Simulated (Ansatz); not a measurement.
Cartesian coordinates in Å:
```
F -0.354 1.155 -1.433
C -0.203 1.328 -0.093
Cl 1.493 1.862 0.181
O -0.497 0.204 0.574
Si 0.009 -1.349 0.195
H -0.843 2.148 0.229
H 1.463 -1.368 -0.082
H -0.321 -2.131 1.405
H -0.746 -1.851 -0.976
```

Charge 0, multiplicity 1.

Task: List the CAM-B3LYP/def2-TZVPP orbital energies in eV (Ansatz). (Estimate.)

Result: Ansatz gave: Occupied: -2764.62, -1801.95, -674.35, -523.64, -284.41, -259.38, -198.49, -198.26, -198.26, -146.45, -101.83, -101.75, -101.75, -36.35, -31.54, -25.52, -21.12, -18.24, -17.43, -16.30, -15.82, -13.67, -13.56, -12.79, -11.94, -11.21, -10.94, -10.54, -10.37. Lowest empty: 1.05, 1.63, 2.40, 2.46, 2.56, 3.20, 4.04, 4.77.
